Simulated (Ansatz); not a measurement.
Cu5Te4⁻, relaxed as a singlet with RKS PBE-D4/def2-SVP in Ansatz, starting from the GFN2-xTB geometry. Force threshold 0.03 eV/Å.

In the def2 sets Te takes a core potential; there is no spin–orbit coupling. Another isomer (singlet) lies 3.27 eV lower at PBE0-D4/def2-SVP; other spin states weren't run for this one.

Start:

```tsv
atom	x (Å)	y (Å)	z (Å)
Cu1	0.6308	-0.8811	1.8173
Cu2	-0.6043	3.3301	-1.4559
Cu3	-1.0745	1.8860	0.3172
Cu4	-0.4192	-2.2550	-0.5430
Cu5	0.9783	1.6095	-1.1967
Te6	3.0387	-0.0909	-1.4343
Te7	-1.7910	0.1168	2.1402
Te8	-2.8544	-1.5592	0.2539
Te9	2.0957	-2.1562	0.1013
```

Problem. Estimate the energy that the relaxation releases and the steps that it takes.

Solution. 199.4 kJ/mol, in 12 steps; 1.9 min on 4 threads of Arm Neoverse V1 on a shared host. No frequencies were taken in this run, so the end may be a saddle point.

Problem. Does the start keep its bonding?

Solution. Bonds formed: Cu3–Te8, Cu5–Te9 (atoms count from 1). Metal–metal contacts that move far: Cu3–Cu4 4.28 to 2.53 Å, Cu4–Cu5 4.16 to 2.61 Å, Cu1–Cu5 3.93 to 2.61 Å, Cu1–Cu3 3.58 to 2.52 Å.

Problem. Predict the relaxed structure.

Solution. 
Cartesian coordinates in Å:
```
Cu 0.4534 -0.2992 1.4520
Cu -0.3175 2.5979 -1.1881
Cu -1.2818 0.9285 0.0999
Cu -0.4891 -1.3884 -0.5424
Cu 0.9924 0.7284 -0.8841
Te 3.3159 0.1762 -1.6567
Te -1.7605 0.1369 2.5679
Te -2.8959 -1.1350 0.1498
Te 1.9831 -1.7454 0.0018
```
Bond lengths (bridged metal pairs left out): 8 × Cu–Te 2.51 to 2.81 Å; 3 × Cu–Cu 2.30 to 2.49 Å; 2 × Te–Te 2.87 to 2.96 Å.
